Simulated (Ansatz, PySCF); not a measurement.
H₁₂Si₅, charge +1, doublet, at a GFN2-xTB geometry (a state made from the parent by changing its charge; the spin is typed, not shown lowest). Base run: PySCF with REVPBE/STO-3G.

Input for PySCF:
```python
from pyscf import gto, scf, dft

mol = gto.Mole()
mol.atom = '''
    Si   -0.25310907   -2.10767374   -1.16153954
    Si   -0.00493928    0.00604900   -0.00649941
    Si   -0.37198370    2.10080515   -1.15812306
    Si   -1.70641778   -0.05581147    1.71192735
    Si    2.33502040    0.05813586    0.61132287
    H    -1.61992800   -2.10188582   -1.67691024
    H    -0.01411831   -3.24864787   -0.28647268
    H     0.70579989   -2.06426398   -2.26262025
    H    -0.17709254    3.25390838   -0.28784835
    H    -1.74309288    2.03186722   -1.65786410
    H     0.57339102    2.10400946   -2.27198950
    H    -3.05772283   -0.04371138    1.16609495
    H    -1.44627122   -1.27496059    2.47362373
    H    -1.44995516    1.12167623    2.53780823
    H     2.53239503   -1.12441119    1.44608538
    H     3.22171230    0.05213011   -0.54527641
    H     2.49489495    1.27322203    1.40613391
'''
mol.basis = 'sto-3g'
mol.charge = 1
mol.spin = 1
mol.verbose = 4
mol.build()

mf = dft.UKS(mol)
mf.xc = 'revpbe'
mf.kernel()
```

The same geometry, method and basis name were run in Ansatz (an electronic-structure program) and PySCF, at each program's defaults and at the settings that a row names. The base is PySCF at its defaults. Differences at the defaults can come from grids, fitting, cores and function types together.

```tsv
code and settings	ΔE vs base (mEh)	basis functions	E (Eh)	SCF cycles
PySCF, defaults (exact integrals, its default grid, spherical functions)	0.000	57	-1437.36722	9
Ansatz, defaults (factorised integrals, its default grid, spherical functions)	-0.001	57	-1437.36722	-
PySCF, density fitting with def2-universal-jkfit	-3.755	57	-1437.37097	9
PySCF, fine grid	0.001	57	-1437.36722	9
Ansatz, high accuracy	0.001	57	-1437.36722	-
```

Open shells are given as the SCF converged; they aren't shown to be the lowest states, and a large step between rows can be another state.
